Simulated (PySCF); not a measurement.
B₂F₃, SMILES F[B]B(F)F, multiplicity 2. Atoms are numbered in the order given.

```xyz
5

F      2.2205     0.1575     0.0000
B      1.0623    -0.4205     0.0000
B     -0.5642    -0.0176     0.0000
F     -1.2486     0.0429    -1.1313
F     -1.2486     0.0429     1.1313
```
Charge 0, spin multiplicity 2.

Geometry: PBE0-D3(BJ)/def2-SVP. The isomer is the one that the SMILES or the coordinates give; other isomers of the formula were not compared. Other conformers were not sampled.

Level of theory: PBE/def2-TZVPD in PySCF.

Mulliken values depend strongly on the basis, most of all with diffuse functions as here. ESP charges are fitted to the potential on shells at 1.4 to 2.0 van der Waals radii. Atomic charges (e):

```tsv
atom	Mulliken	meta-Löwdin	ESP fit	Mulliken spin
F1	-0.16	___	0.00	0.04
B2	0.21	___	-0.04	0.70
B3	0.37	___	0.48	0.22
F4	-0.21	___	-0.22	0.02
F5	-0.21	___	-0.22	0.02
```

Problem. Fill in the missing entries. (Estimate from the structure and the level; the computed values follow.)

Solution. 
- F1, meta-Löwdin: -0.17
- B2, meta-Löwdin: 0.24
- B3, meta-Löwdin: 0.45
- F4, meta-Löwdin: -0.26
- F5, meta-Löwdin: -0.26
